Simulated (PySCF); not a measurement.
## Molecular orbitals of BaI

PBE0 at R = 3.095 Å; Ba x2c-TZVPall, I x2c-TZVPall; spin-free X2C with a Gaussian nucleus (PySCF 2.14). State: ²Π (doublet), unpaired electrons π ↑, a second solution, started from another occupation. Only the outer orbitals are listed, counted within each symmetry.

```
spin  orbital  occ.  ε (eV)  on Ba (%)   main shells (%)
   α      20σ     1  -19.98         92           92 Ba p
   α      11π     1  -19.93        100          100 Ba p
   α      11π     1  -19.86        100          100 Ba p
   α      21σ     1  -17.12          9            91 I s
   α      22σ     1   -6.89         12            88 I p
   α      12π     1   -6.55          7            93 I p
   α      12π     1   -6.55          6            94 I p
   α      13π     1   -2.60         97  69 Ba d, 28 Ba p
   α      23σ     0   -2.30         99  82 Ba s, 11 Ba p
   α       5δ     0   -1.01         99           91 Ba d
   α       5δ     0   -0.99        100          100 Ba d
   β      11π     1  -19.88        100          100 Ba p
   β      20σ     1  -19.65         89    89 Ba p, 9 I s
   β      11π     1  -19.47        100          100 Ba p
   β      21σ     1  -17.09         11   89 I s, 10 Ba p
   β      22σ     1   -6.87         10            89 I p
   β      12π     1   -6.55          6            94 I p
   β      12π     1   -6.48          5            94 I p
   β      23σ     0   -1.71        100  85 Ba s, 12 Ba d
   β       5δ     0   -0.64        100          100 Ba d
   β       5δ     0   -0.63         99           95 Ba d
```

Which are the highest filled and the lowest empty level, where do they sit, and how wide is the gap?

Highest filled α 13π at -2.60 eV (in %: 69 Ba d, 28 Ba p); lowest empty α 23σ at -2.30 eV (in %: 82 Ba s, 11 Ba p); the gap at PBE0 is 0.30 eV.

The bond order (Mayer) is 0.85. The ⟨S²⟩ is 0.751 and the charge on Ba (Mulliken, basis-dependent) is 0.56. The charge on Ba (Löwdin, basis-dependent) is 0.10 and the dipole moment (positive dipole means Ba(−)I(+)) is -5.27 D.

Spin–orbit coupling is left out.
